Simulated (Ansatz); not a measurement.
Geometry optimisation, RKS B3LYP/def2-SVP in Ansatz.

The input (input.yaml):

```yaml
crystal:
  periodic: [false, false, false]
  atoms:
    - { symbol: O, position_ang: [2.4423, 0.1329, 0.4777] }
    - { symbol: C, position_ang: [1.2882, -0.3339, 0.3478] }
    - { symbol: S, position_ang: [0.1766, -1.6677, 0.6696] }
    - { symbol: B, position_ang: [-0.2091, -0.2351, -0.2566] }
    - { symbol: S, position_ang: [-1.6021, 0.6803, -1.231] }
    - { symbol: H, position_ang: [-2.0538, 1.3595, -0.0538] }
basis:
  gaussian: { orbitals: def2-SVP }
hamiltonian:
  xc: b3lyp
relax:
  f_tol: 0.02
  max_steps: 40
scf:
  lower_state_search: "off"
```

Launched with:

```bash
$ ansatz run input.yaml --threads 1 --pin off --max-ram 2048MiB --backend cpu --events-out ev --progress --plain --runs-dir out
```

Where does it end, and by what steps?

The run converged. After 11 steps the energy has fallen by 1.521 eV; H6 moved furthest, 0.98 Å. Parted: C2–S3.

```tsv
step	energy less start (eV)	largest force component (eV/Å)	accepted
0	0.0000	4.267	yes
1	-0.5770	2.713	yes
2	-0.8429	1.226	yes
3	-1.0242	1.316	yes
4	-1.1696	1.314	yes
5	-1.3207	0.650	yes
6	-1.4377	0.865	yes
7	-1.4748	2.144	yes
8	-1.4928	2.021	yes
9	-1.5198	0.151	yes
10	-1.5206	0.029	yes
11	-1.5208	0.007	yes
```

```xyz
6
Properties=species:S:1:pos:R:3
O 2.139 0.445 0.583
C 1.082 0.106 0.302
S 0.154 -2.141 0.248
B -0.289 -0.498 -0.047
S -1.782 0.387 -0.579
H -1.262 1.637 -0.554
```

The run took 19 s on 1 thread of Intel(R) Xeon(R) 6975P-C (Granite Rapids), on a shared host, peak memory 0.16 GiB.
